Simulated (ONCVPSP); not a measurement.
Potentials for carbon (C) compared

Generated with ld1.x 7.5 (TM, RRKJ, ultrasoft, PAW), atompaw 4.2 or ONCVPSP 4.0.1. The cutoff is in Ry: for ld1.x and atompaw files where the sum of valence levels is converged to 10 mRy in a Bessel basis, for ONCV files where the hardest occupied wave has 1 mHa per electron of residual kinetic energy. The error is the largest all-electron minus pseudo excitation energy over each file’s own four to seven test configurations (ionisations up to +4, promotions, holes and added fractions of an electron), all of which were solved. The labels leave out finer settings (local radius, basis sizes, second energies), which also bear on the numbers. Spin-polarised tests are not counted. The rows are a selection from randomly drawn settings: files with unsolved tests, undetermined cutoffs or missed reference levels are left out.

| potential | cutoff (Ry) | largest error (meV) | bound ghosts |
| --- | --- | --- | --- |
| ONCV, PBE, fully relativistic, rc 0.85/2.15/2.05 (spd), local s, core correction yes, reference 2s2 2p1, qcut 7.2/7/4.1, projectors 0/1/3 | 75 | +414 | none |
| ONCV, PBE, fully relativistic, rc 1.10/2.05 (sp), local s, core correction no, reference 2s2 2p2, qcut 7.5/5.6, projectors 0/2 | 41 | +950 | none |
| ONCV, PBEsol, scalar-relativistic, rc 1.20/1.75/1.55 (spd), local smoothed, core correction yes, reference 2s1 2p3, qcut 6.8/8.2/6.8, projectors 1/2/2 | 39 | +193 | none |
| ONCV, PBE, scalar-relativistic, rc 0.90/2.40 (sp), local s, core correction yes, reference 2s2 2p2, qcut 6.5/5.4, projectors 0/2 | 39 | +1287 | none |
| ONCV, PBEsol, scalar-relativistic, rc 0.95/0.90 (sp), local smoothed, core correction no, reference 2s2, qcut 7.4/8.3, projectors 2/2 | 44 | +150 | none |

(1) Fill in the row for C: ONCV, LDA (Perdew-Wang 92), scalar-relativistic, rc 1.25/1.65 (sp), local smoothed, core correction yes, reference 2s1 2p3, qcut 5.4/9.5, projectors 1/1.

(2) Fill in the row for C: ONCV, LDA (Perdew-Wang 92), scalar-relativistic, rc 1.30/2.50/2.25 (spd), local smoothed, core correction yes, reference 2s2 2p2, qcut 5.2/6.1/3.6, projectors 2/2/2.

(3) Fill in the row for C: ONCV, PBE, scalar-relativistic, rc 1.35/1.55 (sp), local smoothed, core correction yes, reference 2s2 2p2, qcut 4.9/5.5, projectors 2/1.

Results:

(1) cutoff 58 Ry, largest error +270 meV, bound ghosts: none.

(2) cutoff 29 Ry, largest error +1121 meV, bound ghosts: none.

(3) cutoff 30 Ry, largest error +563 meV, bound ghosts: none.
